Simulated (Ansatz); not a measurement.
Pair of molecules: HF (SMILES F) (first 2 atoms) with H2S (SMILES S); geometry from B3LYP-D3(BJ)/def2-TZVP.
(charge 0, multiplicity 1):
```xyz
5

F      0.004    -0.141    -0.343
H      0.128    -0.354     0.563
S      0.301    -0.703     2.771
H     -1.009    -0.499     2.990
H      0.610     0.578     3.035
```

Basis-set superposition error: the interaction energy with monomers in their own basis, and in the dimer's basis (counterpoise).

Codes used: Ansatz (a first-principles code) with Gaussian orbitals. Each number belongs to the level named beside it.

| level | uncorrected (kcal/mol) | counterpoise (kcal/mol) | difference |
|---|---|---|---|
| HF/aug-cc-pV(D+d)Z | -3.64 | -3.29 | 0.35 |
| SVWN5/def2-TZVPPD | -9.45 | -9.33 | 0.12 |
| revPBE/def2-TZVPPD | -4.77 | -4.70 | 0.07 |
| r2SCAN/def2-TZVPPD | -6.20 | -6.13 | 0.06 |
| wB97X-V/def2-TZVPPD | -5.77 | -5.70 | 0.07 |
| wB97M-V/def2-TZVPPD | -5.60 | -5.50 | 0.10 |
| MP2/aug-cc-pV(D+d)Z | -5.67 | -4.60 | 1.07 |
| MP2/aug-cc-pV(T+d)Z | -5.75 | -5.12 | 0.63 |
| SCS-MP2/aug-cc-pV(T+d)Z | -5.18 | -4.48 | 0.70 |
| CCSD(T)/aug-cc-pV(T+d)Z | -5.58 | -4.98 | 0.60 |

The error is largest for MP2/aug-cc-pV(D+d)Z (1.07 kcal/mol) and smallest for r2SCAN/def2-TZVPPD (0.06 kcal/mol).
